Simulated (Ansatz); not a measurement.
**Worked example: the interaction energy**

The pair of Cl⁻ (SMILES [Cl-], atom 1) and CH6Si (SMILES C[SiH3], atoms 2–9), both closed shells, in one local arrangement (a lower one may exist), relaxed at PBE0-D4/def2-TZVPD:

```xyz
9
angstrom
Cl -0.6602 -0.1974 -2.6789
C -0.2133 0.9832 0.4165
Si 0.3040 -0.7995 0.1432
H -0.6010 1.3870 -0.5187
H 0.6444 1.5749 0.7514
H -0.9829 1.0351 1.1930
H -0.7984 -1.7603 -0.1014
H 0.8162 -1.2221 1.5165
H 1.4912 -1.0009 -0.7217
```

Both fragments are computed in the basis of the whole pair.

Computed with Ansatz 0.2.0 (basis: def2-TZVPPD and def2-QZVPPD); correlated methods freeze the cores.

Energies in eV:

| quantity | pair | first fragment | second fragment |
| --- | --- | --- | --- |
| Hartree–Fock, triple zeta (X = 3) | -21493.99857 | -12505.39563 | -8988.33876 |
| Hartree–Fock, quadruple zeta (X = 4) | -21494.62758 | -12505.71748 | -8988.63954 |
| MP2 correlation, X = 3 | -14.51058 | -5.58283 | -8.71460 |
| MP2 correlation, X = 4 | -15.61684 | -6.12547 | -9.24944 |
| CCSD(T) correlation, X = 3 | -16.55388 | -6.25784 | -10.10088 |

(1) Work out the interaction energy at the basis limit: extrapolate Hartree–Fock as E(X) = E∞ + A exp(−7.88 √X) and the MP2 correlation as E(X) = E∞ + B X^−2.97 (the exponents that Neese and Valeev fitted for def2-TZVPP and QZVPP, reused here for the diffuse sets), then add CCSD(T) − MP2 in triple zeta.

The T1 diagnostic stays at or below 0.011.

## Answers

(1) Each step is linear, so take the differences first (pair − first fragment − second fragment): Hartree–Fock -0.26418 (X = 3) and -0.27056 (X = 4); MP2 correlation -0.21315 and -0.24193; CCSD(T) correlation -0.19516.
Two points give E∞ = E(4) + w [E(4) − E(3)], with w = 1/(exp(7.88 (2 − √3)) − 1) = 0.1377 for Hartree–Fock and w = 1/((4/3)^2.97 − 1) = 0.7407 for the correlation.
Hartree–Fock: -0.27056 + 0.1377 × (-0.00638) = -0.2714 eV.
MP2 correlation: -0.24193 + 0.7407 × (-0.02878) = -0.2632 eV.
CCSD(T) − MP2: -0.19516 − (-0.21315) = 0.0180 eV.
Sum: -0.2714 + (-0.2632) + 0.0180 = -0.5166 eV, or -11.91 kcal/mol. Plain CCSD(T) in triple zeta gives -0.4593 eV, so the larger basis shifts the result by -0.0573 eV.

For scale, one of the runs: CCSD(T)/def2-TZVPPD, 238 basis functions, launched by `ansatz run in.yaml --threads 4 --pin off --events-out ev --progress --plain --max-ram 9574MiB`. The run took 57 s on 4 CPU threads of an Arm Neoverse V2 (shared host), with 4.2 GiB of host memory at its peak.
